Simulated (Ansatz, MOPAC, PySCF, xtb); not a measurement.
CH4O (SMILES CO) and H4OSi (SMILES O[SiH3]) are pulled apart as rigid monomers along the line of their centres of mass, from the B3LYP-D3(BJ)/def2-TZVP minimum. Starting geometry (charge 0, multiplicity 1):
```xyz
12

C     -0.063     0.092     0.184
O     -0.998     0.348     1.236
H     -0.101    -0.951    -0.143
H      0.925     0.296     0.590
H     -0.239     0.751    -0.669
H     -1.890     0.168     0.922
O     -0.057    -1.031     3.446
Si     1.037    -0.237     4.375
H     -0.478    -0.540     2.717
H      2.127     0.360     3.557
H      1.620    -1.231     5.303
H      0.424     0.862     5.165
```

Interaction energies with rigid monomers; basis-set methods are counterpoise corrected unless marked otherwise.

The state that PM7 reach isn't checked; PM7 holds dispersion and hydrogen-bond terms.

Codes used: Ansatz (a quantum-chemistry and plane-wave program) with Gaussian orbitals; MOPAC for PM7 (differences of heats of formation); PySCF for the dispersion terms; xtb for the GFN methods. Each number belongs to the level named beside it.

| O2···H9 (Å) | GFN-FF (meV) | PM7 (meV) | PBE-D3(BJ)/def2-TZVPPD (meV) | PBE-D4/def2-TZVPPD (meV) | wB97X-V/def2-TZVPPD (meV) |
|---|---|---|---|---|---|
| 1.63 | -121.2 | [?] | -311.6 | -314.2 | -280.8 |
| 1.80 | -223.6 | -280.1 | -343.5 | [?] | -321.3 |
| 2.06 | -244.5 | -238.4 | -306.4 | -308.3 | -292.5 |
| 2.50 | -164.0 | -184.4 | -204.8 | -205.9 | -197.2 |
| 3.20 | -73.9 | -107.8 | -98.1 | -98.5 | -95.0 |

Some entries are withheld; supply them.


- 1.80, PBE-D4/def2-TZVPPD (meV): -345.8
- 1.63, PM7 (meV): -275.2
